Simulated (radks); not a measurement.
Effect of the nuclear size on the erbium ion Er3+, [Xe] 4f11. All-electron calculation, Dirac Kohn-Sham, relativistic LDA (MacDonald-Vosko exchange, VWN5 correlation), spin-unpolarised, spherical densities, finite nucleus; open shells are shared between the two j in proportion to 2j + 1; Fermi nuclear charge, rms radius 5.2516 fm. Program: a radial shooting solver on a logarithmic mesh with Libxc functionals. The rms radius is varied about that value; shifts are against it.

| rms radius (fm) | total energy shift (eV) | density at nucleus (e/bohr^3) | 1s1/2 shift (meV) | 2s1/2 shift (meV) | 4p1/2 shift (meV) | 5s1/2 shift (meV) | 5p1/2 shift (meV) | 4f7/2 shift (meV) | 6s1/2 (empty) shift (meV) |
|---|---|---|---|---|---|---|---|---|---|
| 4.4429 | -9.05 | 9.035e+05 | -3690 | -493 | 0.214 | -4.21 | 0.133 | 0.530 | -0.757 |
| 5.073 | -2.09 | 8.695e+05 | -852 | -114 | 0.049 | -0.974 | 0.031 | 0.123 | -0.175 |
| 5.2516 | 0 | 8.609e+05 | 0.000 | 0.000 | 0.000 | 0.000 | 0.000 | 0.000 | 0.000 |
| 5.5614 | 3.75 | 8.467e+05 | 1530 | 204 | -0.088 | 1.75 | -0.055 | -0.220 | 0.314 |
| 6.3019 | 13.3 | 8.166e+05 | 5430 | 725 | -0.309 | 6.20 | -0.195 | -0.781 | 1.11 |

Slopes of the eigenvalues against <r^2> in GHz/fm^2, as finite differences over the two radii next to the reference (eigenvalue slopes, not the field-shift constants of lines): 1s1/2 111000, 2s1/2 14800, 4p1/2 -6.37, 5s1/2 127, 5p1/2 -3.98, 4f7/2 -15.9, 6s1/2 (empty) 22.8.
